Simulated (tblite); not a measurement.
Q: Write Cartesian coordinates for `Fc1cc(N)c([c]c1)F` [radical] as optimised with GFN2-xTB. (Doublet state.)

A: 
```xyz
13
C6H4F2N angstrom
N      2.1429    0.3547   -0.0199
C      0.8088    0.0508   -0.0001
C     -0.1820    1.0250   -0.1125
C     -1.5156    0.6753   -0.0328
F     -2.4495    1.6408   -0.1388
C     -1.9287   -0.6382    0.1702
C     -0.9350   -1.5659    0.2612
C      0.3903   -1.2861    0.1845
F      1.3492   -2.2404    0.2537
H      2.7825   -0.4164   -0.1239
H      2.4194    1.2212   -0.4496
H      0.0885    2.0591   -0.2577
H     -2.9751   -0.8795    0.2482
```

Orientation and origin are arbitrary. Atoms count from 1 in this order. H10 on N1 lies 2.35 Å from F9, 4 bonds away (angle at H 101°; Bondi radii sum to 2.67 Å). C6 (carbon bonded to 2 C and H) is planar (angles 123.5°, 120.7° and 115.8°, sum 360.0°, 0.00 Å off the plane of its three neighbours). N1 (nitrogen bonded to C and 2 H) has angles 117.7°, 116.8° and 116.2°, sum 350.7°, 0.20 Å off the plane of its three neighbours. C4 (carbon bonded to 2 C and F) is planar (angles 122.3°, 118.9° and 118.8°, sum 360.0°, 0.01 Å off the plane of its three neighbours).

Bonds between heavy atoms (Å): N1–C2 1.368, C2–C3 1.394, C3–C4 1.381, C4–F5 1.347, C4–C6 1.392, C6–C7 1.363, C7–C8 1.357, C8–F9 1.355, C2–C8 1.413.

Computed geometry: GFN2-xTB, gas phase. This method treats the open shell by occupation alone, without spin polarisation.

Point group: near Cs, missed by 0.32 Å at most; the miss may be what the optimiser left on a soft mode. Its GFN2-xTB frequencies are all real (lowest 123 cm⁻¹). Torsions: H–N1–C2–C3 -168° and -22°.

Time: 0.36 s. Hardware: one thread of an Arm Neoverse V1, no GPU, shared host. These figures are those of the optimisation.

One conformer stands for the species.
